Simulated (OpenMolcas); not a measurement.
**What dynamic correlation does to the levels of Be**

```json
{"Program": "OpenMolcas", "Basis": "ANO-RCC-VQZP [5s4p3d2f1g]", "Scalar Hamiltonian": "DKH2, point nucleus", "Active space": "2 electrons in 4 orbitals (2s 2p)", "State averaging": "2S+1 = 3 even, 3 roots; 2S+1 = 1 even, 6 roots; 2S+1 = 3 odd, 3 roots; 2S+1 = 1 odd, 3 roots", "Spin-orbit coupling": "state interaction with AMFI integrals over the reference wave functions, term energies averaged over their components"}
```

Methods on the same reference wave functions:
A. CASSCF
B. SS-CASPT2, IPEA 0.25 Eh, imaginary shift 0.1 Eh (closed shells correlated: 1s)

Energies in cm⁻¹ above 2s² ¹S₀, the measured ground level; measured values from NIST Handbook of Basic Atomic Spectroscopic Data.

| Level | A | B | Measured |
| --- | --- | --- | --- |
| 2s² ¹S₀ | 0.0 | 0.0 | 0.0 |
| 2s 2p ³P°₀ | 21938 | 21977 | 21978 |
| 2s 2p ³P°₁ | 21939 | 21978 | 21979 |
| 2s 2p ³P°₂ | 21941 | 21980 | 21981 |
| 2s 2p ¹P°₁ | 49124 | 45587 | 42565 |
| 2p² ³P₀ | 60443 | 60063 | 59694 |
| 2p² ³P₁ | 60444 | 60064 | 59695 |
| 2p² ³P₂ | 60446 | 60066 | 59697 |
| 2p² ¹D₂ | 67913 | 62522 | 56882 |

Deviations, from unrounded energies. A percentage is the sum of absolute deviations over the sum of measured energies, with the sign that they share, or ± where signs differ.

```csv
Against measurement,Levels,A,B
mean absolute deviation (cm-1),8,2500,1200
other configurations (%),8,±5.8,±2.8
```

B lies closest to measurement on these levels. The largest miss of B in the table is 2p² ¹D₂, by +5600 cm-1. The ranking rests on the paired levels alone, and a cruder setting can come out closer through cancelling errors.

The lowest spin-free term lies below A's lowest term by 0.045 hartree in B.

Without dynamic correlation excited terms often stand tens of per cent too high (terms of higher spin than the ground term too low), and those without a measured partner can miss by more than the paired ones (holds for A). Computed and measured levels are paired by configuration, term and J; levels that our copy of the source lacks, or whose pairing is in doubt (as where it misses far off the trend of its configuration), stay unpaired and out of the deviations. Levels of configurations outside the active space are missing.

° marks odd parity.
